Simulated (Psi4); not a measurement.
Psi4 input (wB97X-D/6-311+G**):

```
memory 1500 MB

molecule {
1 2
B     0.04080847   -0.05580682    0.09112762
H    -1.00450769    0.19862766   -0.59340311
H     0.45813034   -0.62650713    1.02303099
H     0.34233501    0.70691356   -0.88526598
symmetry c1
no_reorient
no_com
}

set {
  basis 6-311+G**
  reference uks
  scf_type pk
  dft_radial_points 99
  dft_spherical_points 590
  e_convergence 1e-8
  d_convergence 1e-7
  maxiter 150
}

e = energy('wb97x-d')
print_out(f'\nFINAL {e:.10f} DIPOLE {variable("CURRENT DIPOLE")[0]:.6f} {variable("CURRENT DIPOLE")[1]:.6f} {variable("CURRENT DIPOLE")[2]:.6f}\n')
```

### Question
Predict the final energy.

### Answer
-26.16414 Eh.
